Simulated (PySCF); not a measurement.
(2S)-1-bromo-2-fluoropropane (C3H6BrF), SMILES [C@@H](F)(CBr)C.

Coordinates come from a B3LYP-D3(BJ)/def2-SVP optimisation. One conformer was computed; it need not be the lowest.

Vertical ionisation energy (IE) and electron affinity (EA) in eV. Rows of orbital energies are one-electron estimates. Where ΔSCF, EOM or ADC give a negative EA the extra electron is unbound and the value depends on the basis.

```tsv
level	IE	EA
−ε(HOMO), −ε(LUMO), B3LYP/def2-TZVP (PySCF)	7.91	0.57
−ε(HOMO), −ε(LUMO), PBE/def2-TZVP (PySCF)	(withheld)	(withheld)
```

**Question.** What belongs in the gaps? (An estimate is asked for; the answer gives what the named calculation found.)

**Answer.** 
- −ε(HOMO), −ε(LUMO), PBE/def2-TZVP (PySCF), IE: 6.85
- −ε(HOMO), −ε(LUMO), PBE/def2-TZVP (PySCF), EA: 1.34
